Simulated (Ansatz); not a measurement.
Geometry optimisation, Ansatz 0.2.0, RHF/def2-SVP.

Input:

```yaml
crystal:
  periodic: [false, false, false]
  atoms:
    - { symbol: C, position_ang: [-1.2288, 1.4699, -1.0106] }
    - { symbol: Ga, position_ang: [-0.6971, 1.8463, 0.4704] }
    - { symbol: Al, position_ang: [-0.0629, 0.0092, 1.8619] }
    - { symbol: C, position_ang: [0.04824, 0.52902, 3.78018] }
    - { symbol: Al, position_ang: [-1.61066, 1.31635, 4.4366] }
    - { symbol: Cl, position_ang: [1.37837, 1.79914, 3.86749] }
    - { symbol: H, position_ang: [-0.8882, 0.7606, -1.7447] }
    - { symbol: H, position_ang: [-2.196, 1.1886, -0.5859] }
    - { symbol: H, position_ang: [-1.4326, 2.4979, -1.5015] }
    - { symbol: H, position_ang: [0.4083, 1.8285, 0.4452] }
    - { symbol: H, position_ang: [-1.14317, -1.15292, 1.48079] }
    - { symbol: H, position_ang: [0.38492, -0.34312, 4.37869] }
    - { symbol: H, position_ang: [-2.83496, 1.44415, 3.4075] }
    - { symbol: H, position_ang: [-1.69433, 1.84106, 5.89753] }
basis:
  gaussian: { orbitals: def2-SVP }
hamiltonian:
  xc: hf
relax:
  f_tol: 0.015
  max_steps: 40
```

Run as:

```bash
$ ansatz run input.yaml --threads 2 --pin off --max-ram 3072MiB --backend cpu --events-out ev --progress --plain --runs-dir out
```

**Question.** Where does it end, and by what steps?

**Answer.** The forces met the threshold. The force dipped under the threshold on the way, but the program's further checks kept it going. After 24 steps the energy has fallen by 10.442 eV; H10 moved furthest, 1.63 Å. The start is strongly strained (largest force component 22 eV/Å). Joined: Al5–Cl6 (3.08 → 2.46 Å).

```json
{"step": "0", "energy less start (eV)": "0.0000", "largest force component (eV/Å)": "22.364", "accepted": "yes"}
{"step": "1", "energy less start (eV)": "-4.9092", "largest force component (eV/Å)": "9.377", "accepted": "yes"}
{"step": "2", "energy less start (eV)": "-7.1841", "largest force component (eV/Å)": "3.594", "accepted": "yes"}
{"step": "3", "energy less start (eV)": "-8.4474", "largest force component (eV/Å)": "1.244", "accepted": "yes"}
{"step": "4", "energy less start (eV)": "-9.3134", "largest force component (eV/Å)": "1.014", "accepted": "yes"}
{"step": "5", "energy less start (eV)": "-9.8197", "largest force component (eV/Å)": "0.587", "accepted": "yes"}
{"step": "6", "energy less start (eV)": "-10.0778", "largest force component (eV/Å)": "0.376", "accepted": "yes"}
{"step": "7", "energy less start (eV)": "-10.2448", "largest force component (eV/Å)": "0.410", "accepted": "yes"}
{"step": "8", "energy less start (eV)": "-10.3093", "largest force component (eV/Å)": "0.463", "accepted": "yes"}
{"step": "9", "energy less start (eV)": "-10.3605", "largest force component (eV/Å)": "0.443", "accepted": "yes"}
{"step": "10", "energy less start (eV)": "-10.3923", "largest force component (eV/Å)": "0.308", "accepted": "yes"}
{"step": "11", "energy less start (eV)": "-10.4059", "largest force component (eV/Å)": "0.126", "accepted": "yes"}
{"step": "12", "energy less start (eV)": "-10.4135", "largest force component (eV/Å)": "0.115", "accepted": "yes"}
{"step": "13", "energy less start (eV)": "-10.4183", "largest force component (eV/Å)": "0.075", "accepted": "yes"}
{"step": "14", "energy less start (eV)": "-10.4226", "largest force component (eV/Å)": "0.103", "accepted": "yes"}
{"step": "15", "energy less start (eV)": "-10.4260", "largest force component (eV/Å)": "0.135", "accepted": "yes"}
{"step": "16", "energy less start (eV)": "-10.4303", "largest force component (eV/Å)": "0.189", "accepted": "yes"}
{"step": "17", "energy less start (eV)": "-10.4337", "largest force component (eV/Å)": "0.197", "accepted": "yes"}
{"step": "18", "energy less start (eV)": "-10.4353", "largest force component (eV/Å)": "0.199", "accepted": "yes"}
{"step": "19", "energy less start (eV)": "-10.4378", "largest force component (eV/Å)": "0.134", "accepted": "yes"}
{"step": "20", "energy less start (eV)": "-10.4394", "largest force component (eV/Å)": "0.079", "accepted": "yes"}
{"step": "21", "energy less start (eV)": "-10.4409", "largest force component (eV/Å)": "0.027", "accepted": "yes"}
{"step": "22", "energy less start (eV)": "-10.4413", "largest force component (eV/Å)": "0.015", "accepted": "yes"}
{"step": "23", "energy less start (eV)": "-10.4415", "largest force component (eV/Å)": "0.013", "accepted": "yes"}
{"step": "24", "energy less start (eV)": "-10.4417", "largest force component (eV/Å)": "0.006", "accepted": "yes"}
```

```xyz
14
Properties=species:S:1:pos:R:3
C -1.477 1.867 -0.952
Ga 0.086 1.030 -0.031
Al -0.088 -0.480 2.036
C -0.183 0.404 3.807
Al -1.791 1.300 4.544
Cl 0.202 2.339 3.538
H -1.666 1.335 -1.890
H -2.393 1.837 -0.359
H -1.263 2.907 -1.211
H 1.517 1.350 -0.644
H -0.170 -2.064 2.140
H 0.556 0.131 4.559
H -3.020 1.466 3.564
H -1.878 1.612 6.084
```

Whether the end is a true minimum wasn't checked by a vibrational analysis.

Time of the run: 88 s on 2 threads of Intel(R) Xeon(R) Platinum 8488C (Sapphire Rapids), with other jobs on the host, peak memory 0.51 GiB.
